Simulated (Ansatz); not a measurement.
`[SiH3]C1NBS1`, charge 0, multiplicity 1.

Problem. Give a relaxed structure at PBE0-D4/def2-TZVP (the Gaussian-basis code of Ansatz). (Estimate.)

Solution. The calculation gave: 
Z-matrix (Å, degrees):
```
Si
C 1 1.889
H 1 1.491 2 109.4
H 1 1.485 2 109.6 3 119.2
H 1 1.483 2 108.5 3 -119.4
N 2 1.450 1 114.9 3 70.3
S 2 1.849 1 110.8 3 173.1
H 2 1.095 1 113.3 3 -62.5
B 6 1.398 2 100.1 1 112.4
H 6 1.006 2 124.1 1 -63.3
H 9 1.188 6 132.2 2 -177.5
```
This is one stationary point; other conformers may exist.
